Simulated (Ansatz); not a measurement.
A nudged elastic band was laid between two geometries of CH5AlN2O (10 atoms, charge 0, multiplicity 1).

All numbers below come from Ansatz, RKS B3LYP-D4/def2-SVP.

* movable images: 4
* climbing image: no
* spring: 5.0 eV/Å²
* optimiser: quadratic models (default)
* start path: through a guess of the saddle point
* force threshold: 0.03 eV/Å
* iteration limit: 60
* end points: relaxed

Initial state:

```xyz
10
Properties=species:S:1:pos:R:3
N 0.343 -0.713 1.586
C 0.254 -0.902 0.330
O 0.492 -2.137 -0.176
N -0.065 -0.009 -0.688
Al -0.472 1.748 -0.634
H 0.144 0.251 1.856
H 0.705 -2.694 0.590
H -0.051 -0.478 -1.592
H -0.493 2.477 0.764
H -0.776 2.406 -2.035
```

Final state:

```xyz
10
Properties=species:S:1:pos:R:3
N 0.422 -0.876 1.254
C 0.284 -1.156 -0.082
O 0.491 -2.263 -0.543
N -0.086 -0.068 -0.887
Al -0.433 1.669 -0.565
H 0.109 -0.007 1.667
H 0.593 -1.664 1.864
H -0.131 -0.405 -1.848
H -0.391 2.136 0.946
H -0.774 2.582 -1.804
```

What changes between the two ends?

Bonds broken: O3–H7. Bonds formed: N1–H7.

What energy profile does the band end with?

The forces met the threshold. The highest image is number 2 of 0 to 5, 0.97 eV above the first end and 1.72 eV above the last; the last end lies 0.75 eV below the first. Neighbouring images differ by up to 1.2 eV, so the band resolves the path poorly. No image climbed, so the highest image needn't sit at the top of the path. The orbitals stay closed-shell, which can raise the energy where a bond breaks towards radicals; this wasn't checked here.

| image | path coordinate (Å) | energy (eV) | O3–H7 (Å) | N1–H7 (Å) |
| --- | --- | --- | --- | --- |
| 0 | 0.00 | 0.00 | 0.97 | 2.25 |
| 1 | 0.46 | 0.16 | 0.98 | 1.97 |
| 2 | 0.91 | 0.97 | 1.11 | 1.51 |
| 3 | 1.37 | 0.65 | 1.60 | 1.13 |
| 4 | 1.82 | -0.56 | 2.16 | 1.01 |
| 5 | 2.28 | -0.75 | 2.48 | 1.01 |

What is the geometry of the highest image?


```xyz
10
Properties=species:S:1:pos:R:3
N 0.307 -0.774 1.432
C 0.248 -0.929 0.143
O 0.569 -2.191 -0.098
N -0.060 -0.050 -0.869
Al -0.460 1.706 -0.648
H 0.096 0.070 1.935
H 0.646 -2.184 1.013
H -0.032 -0.477 -1.794
H -0.457 2.236 0.835
H -0.774 2.540 -1.948
```

The run took 74 s on 2 threads of Intel(R) Xeon(R) 6975P-C (Granite Rapids) (shared host), peak memory 0.23 GiB.
